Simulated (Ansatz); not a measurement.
Mulliken charges of `[OH][W]([F])([F])(=[S])[Cl]` from r2SCAN/def2-TZVPP in Ansatz (PBE0-D4/def2-TZVP geometry).

```tsv
atom	x (Å)	y (Å)	z (Å)	charge (e)
O1	-0.750	-0.390	-1.288	-0.320
W2	0.130	-0.008	0.302	1.038
F3	-1.485	-0.658	1.097	-0.327
F4	0.874	-1.357	1.313	-0.246
S5	1.987	0.605	-0.560	-0.221
Cl6	-0.404	1.983	1.210	-0.168
H7	-0.291	-0.244	-2.120	0.245
```

Problem. By hand: the dipole of these point charges (1 e Å = 4.8032 D).

Solution. Σ q r = (0.203, 0.139, -0.555) e Å, of length 0.607 e Å = 2.92 D.

Problem. How does the dipole of the full density compare? (Estimate.)

Solution. Ansatz gave: (0.170, 0.145, -0.504) e Å, 2.65 D; the point charges give 1.10 times that, at 2° from its direction.

Point charges leave out the atoms' own dipoles, such as those of lone pairs, and Mulliken's split depends on the basis, so the close match here is no proof of good charges.
